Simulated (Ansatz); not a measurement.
Geometry optimisation, Ansatz, RKS B3LYP/def2-SVP.

The input (input.yaml):

```yaml
crystal:
  periodic: [false, false, false]
  atoms:
    - { symbol: B, position_ang: [-1.07033, 0.36989, -0.69117] }
    - { symbol: Ge, position_ang: [0.53145, -0.28729, 0.34129] }
    - { symbol: Na, position_ang: [3.17349, -0.31926, 0.18377] }
    - { symbol: H, position_ang: [-1.90987, -0.35992, -1.06767] }
    - { symbol: H, position_ang: [-1.21048, 1.50363, -0.94262] }
    - { symbol: H, position_ang: [0.00879, -1.7245, 0.62339] }
    - { symbol: H, position_ang: [0.07699, 0.16527, 1.75837] }
basis:
  gaussian: { orbitals: def2-SVP }
hamiltonian:
  xc: b3lyp
relax:
  f_tol: 0.015
  max_steps: 40
```

Command:

```bash
$ ansatz run input.yaml --threads 1 --pin off --max-ram 2048MiB --backend cpu --events-out ev --progress --plain --runs-dir out
```

Task: Where does it end, and by what steps?

Result: The forces met the threshold. After 15 steps the energy has fallen by 0.683 eV; Na3 moved furthest, 1.88 Å. Joined: B1–Na3.

| step | energy less start (eV) | largest force component (eV/Å) | accepted |
| --- | --- | --- | --- |
| 0 | 0.0000 | 1.053 | yes |
| 1 | -0.2066 | 0.458 | yes |
| 2 | -0.2690 | 0.553 | yes |
| 3 | -0.3154 | 0.698 | yes |
| 4 | -0.3747 | 0.586 | yes |
| 5 | -0.4324 | 0.330 | yes |
| 6 | -0.4766 | 0.167 | yes |
| 7 | -0.5173 | 0.134 | yes |
| 8 | -0.5604 | 0.131 | yes |
| 9 | -0.6065 | 0.180 | yes |
| 10 | -0.6483 | 0.282 | yes |
| 11 | -0.6704 | 0.177 | yes |
| 12 | -0.6751 | 0.240 | yes |
| 13 | -0.6788 | 0.171 | yes |
| 14 | -0.6828 | 0.042 | yes |
| 15 | -0.6829 | 0.008 | yes |

```xyz
7
Properties=species:S:1:pos:R:3
B -0.670 0.323 -0.699
Ge -0.145 -0.530 0.957
Na 1.899 0.234 -1.078
H -0.872 -0.355 -1.685
H -0.671 1.533 -0.777
H -0.091 -2.056 1.200
H 0.150 0.198 2.288
```

Whether the end is a true minimum wasn't checked by a vibrational analysis.

Time of the run: 59 s on 1 thread of Arm Neoverse V2, on a shared host, peak memory 0.16 GiB.
